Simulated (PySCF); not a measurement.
## The Sn–F bond energy of SnF₄

Computed with PBE0/[Sn def2-SVP with ECP28, F def2-SVP], scalar-relativistic core potentials, density fitting, no spin–orbit coupling, PySCF.

Each entry is the lowest minimum that a search over a few typed start shapes (and spin states, where more than one is plausible) found, or that minimum re-optimised at the stated level; isomers with ligand–ligand bonds, or fragments after loss of a ligand pair, can lie lower.

Total energies (Eh), which compare only within these settings: F atom -99.54905.

| species | 2S+1 | group | E (Eh) | ZPE (kJ/mol) |
| --- | --- | --- | --- | --- |
| SnF₃ | 2 | C3v | -513.35263 | 14.2 |
| SnF₄ | 1 | Td | -613.05834 | 21.0 |

Task: What are De and D0 for SnF₄ → SnF₃ + F?

Result: De = [(-513.35263) + (-99.54905) − (-613.05834)] × 2625.5 = 411 kJ/mol. The zero-point energy changes by -6.9 kJ/mol, so D0 = 404 kJ/mol.

Atoms and open shells are unrestricted, without spin–orbit or basis-set superposition corrections.

Spin–orbit coupling can matter for elements this heavy.
